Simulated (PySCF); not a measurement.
B(NCO)(OH)2 (CH2BNO3), SMILES OB(O)N=C=O. Heavy atoms are numbered as in [B:1]([N:2]=[C:3]=[O:4])([OH:5])[OH:7]. Hydrogens are named by the atom that carries them.

The structure is a stationary point at ωB97X-D3(BJ)/def2-SVP. This is a generated structure with no PubChem entry under its InChIKey; it may be hypothetical. Other conformers were not sampled.

Level of theory: KT2/pcSseg-1 (PySCF).

GIAO shieldings, no solvent; atoms alike by connectivity are averaged. δ = σ(ref) − σ: ¹¹B against BF3 (σ = 89.8 ppm); ¹⁵N against NH3 (σ = 266.2 ppm); ¹³C against TMS (σ = 185.1 ppm); ¹⁷O against H2O (σ = 330.4 ppm); ¹H against TMS (σ = 31.47 ppm), references at their B3LYP-D3(BJ)/def2-TZVP geometries, non-relativistic.

```csv
atoms,nucleus,count,δ (ppm)
B1,¹¹B,1,1.9
N2,¹⁵N,1,(withheld)
C3,¹³C,1,113.9
O4,¹⁷O,1,(withheld)
O5 (OH),¹⁷O,2,(withheld)
H on O5,¹H,2,3.66
```

Task: Complete the blanks. (Estimate from the structure and the level; the computed values follow.)

Result: 
- O4, δ (ppm): 129.3
- N2, δ (ppm): 51.1
- O5 (OH), δ (ppm): 115.5
